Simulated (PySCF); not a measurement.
## Two-photon absorption: SMILES C(CCOC(C)=O)Cl, C₅H₉ClO₂

Geometry:
| atom | x (Å) | y (Å) | z (Å) |
| --- | --- | --- | --- |
| C1 | 2.542 | -0.930 | -0.370 |
| C2 | 1.183 | -0.385 | -0.043 |
| O3 | 0.896 | 0.781 | 0.034 |
| O4 | 0.302 | -1.378 | 0.155 |
| C5 | -1.030 | -0.998 | 0.477 |
| C6 | -1.819 | -0.631 | -0.766 |
| C7 | -3.255 | -0.261 | -0.472 |
| Cl8 | -4.180 | -1.628 | 0.235 |
| H9 | 2.866 | -1.628 | 0.414 |
| H10 | 2.494 | -1.498 | -1.311 |
| H11 | 3.256 | -0.105 | -0.468 |
| H12 | -1.009 | -0.151 | 1.180 |
| H13 | -1.476 | -1.869 | 0.974 |
| H14 | -1.342 | 0.239 | -1.245 |
| H15 | -1.787 | -1.468 | -1.482 |
| H16 | -3.321 | 0.568 | 0.248 |
| H17 | -3.784 | 0.034 | -1.388 |

Method: TDDFT CAM-B3LYP/aug-cc-pVDZ excited states, vertical, gas phase (PySCF). Geometry: PBE0-D3(BJ)/def2-SVP.

(1) How strongly do the lowest singlets absorb one photon, and two photons of half the energy?

Results:

(1) δ for parallel linear polarisation; σ at the peak of a Lorentzian of half width 0.1 eV, single beam; Ω is circular over linear.
```csv
state,E (eV),f,photon λ (nm),δ (au),σ (GM),Ω,main
S1,5.94,0.001,418,0.24,0.00,1.17,"HOMO→LUMO+4 0.31, HOMO→LUMO+7 0.30"
S2,7.29,0.003,340,1.15,0.02,1.46,"HOMO−1→LUMO+5 0.15, HOMO−1→LUMO+1 0.15"
S3,7.35,0.031,337,40.6,0.81,0.14,HOMO→LUMO 0.70
S4,7.41,0.005,335,8.37,0.17,0.50,"HOMO−2→LUMO+5 0.17, HOMO−2→LUMO+1 0.14"
S5,7.64,0.019,325,24.5,0.52,1.50,"HOMO−1→LUMO 0.26, HOMO−1→LUMO+1 0.22"
S6,7.78,0.032,319,23.4,0.52,1.31,"HOMO−2→LUMO+1 0.24, HOMO−2→LUMO 0.24"
```
